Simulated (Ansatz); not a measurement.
Isolated molecules relaxed with PBE0-D4/def2-TZVP in Ansatz; ΔE leaves out vibrations. CBS: MP2 limit from def2 TZ/QZ plus the TZ coupled-cluster correction, frozen cores. This one scheme is used for every species. Functionals use def2-TZVPP. One conformer a species, not always the lowest.

Reaction (ligand exchange at the Si–F bond): `F[Si]1(F)CO1` + CH₃OH → `CO[Si]1(F)CO1` + H–F

```csv
level,ΔE (kJ/mol)
PBE-D4,30.4
ωB97X-V,31.0
PBE,35.3
SCS-MP2/def2-TZVPP,30.1
CCSD(T)/def2-TZVPP,28.9
HF/def2-QZVPP,37.7
SCS-MP2/def2-QZVPP,29.5
HF/CBS(def2),37.8
```

**Question.** What does CCSD(T)/CBS give? (An estimate is asked.)

**Answer.** Computed: +27.4 kJ/mol. The listed levels differ from it by 3.0, 3.6, 7.9, 2.7, 1.5, 10.3, 2.1, 10.4 kJ/mol.

Largest T1 diagnostic among the species: 0.013.

The D4 term adds −7.7 kJ/mol with B3LYP and −4.4 kJ/mol with PBE0; it sums over pairs of atoms, weighted by their polarisabilities, and B3LYP, whose exchange is more repulsive, gets the larger term. In def2-TZVPP, CCSD(T) changes the Hartree–Fock value by −8.2 kJ/mol (the triples alone add −1.4 kJ/mol) and MP2 by −10.2 kJ/mol.

B3LYP here is the variant with VWN-RPA as its local correlation; programs differ in this.
